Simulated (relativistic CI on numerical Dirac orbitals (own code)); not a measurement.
# Ti4+ in a cubic cluster: L2,3 absorption with charge transfer

Computed with a charge-transfer multiplet model of a cubic metal-ligand cluster with up to 2 ligand holes, Slater and spin-orbit integrals from Dirac-Coulomb-Breit ions, Slater integrals scaled by 0.8. The ground state mixes d0 with configurations of k ligand holes L, whose averages lie at kΔ + k(k − 1)U_dd/2; a core hole lowers each added d electron by U_cd. 300 K, Lorentzian 0.4 eV and Gaussian 0.3 eV FWHM.

Atomic integrals in eV (Slater integrals scaled, ζ unscaled), ground: F2dd 6.578, F4dd 4.090, zeta_d 0.013; with the core hole: F2dd 6.578, F4dd 4.090, zeta_d 0.032, zeta_core 3.741, F2cd 5.066, G1cd 3.785, G3cd 2.149. Where a configuration has fewer than two d electrons, the dd integrals are those of d2.

Cluster parameters (eV): U_dd = 4.9, U_cd = 6.3, 10Dq = 0.7, 10Dq(ligand) = 0.8, V(eg) = 2.2, V(t2g) = -1.09, final-state hopping factor = 0.9.

Weights, n_d and S are thermal averages at 300 K. Photon energies count from the first peak over 30 % of the highest in each spectrum, which can be another peak from case to case. The parameters are a model scan and need not match a compound or its usual spin state. Peaks in eV (height, largest 100): -1.8 (11), 0.0 (87), 3.6 (19), 5.6 (100).

Q: Which parameters give this spectrum?
A. Δ = 5.1 eV
B. Δ = 2.1 eV
C. Δ = 3.1 eV

A: A. Δ = 5.1 eV; the ground state then has 0.45 d electrons and S = 0.00. The choice follows from running the model for each set and comparing peak positions and heights. The space is cut while the next configuration still counts.
